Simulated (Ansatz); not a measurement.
Ansatz results at the PBE0-D4/def2-TZVP geometry: HOMO–LUMO gap (B3LYP/def2-TZVPP) 4.53 eV; HOMO–LUMO gap (PBE/def2-TZVPP) 2.80 eV; HOMO–LUMO gap (PBE0/def2-TZVPP) 4.84 eV.

(1) Which molecule gave them?
A. `COB(N)O`
B. `FB[Si](Cl)(Cl)Cl`
C. `B[Si](F)(F)F`
D. `[SiH3]B([SiH3])[SiH3]`

Answers

(1) D. The others give `COB(N)O`: 7.83, 6.14, 8.44; `FB[Si](Cl)(Cl)Cl`: 5.80, 3.90, 6.18; `B[Si](F)(F)F`: 5.91, 3.87, 6.33.

B3LYP here is the variant with VWN-RPA as its local correlation; programs differ in this.
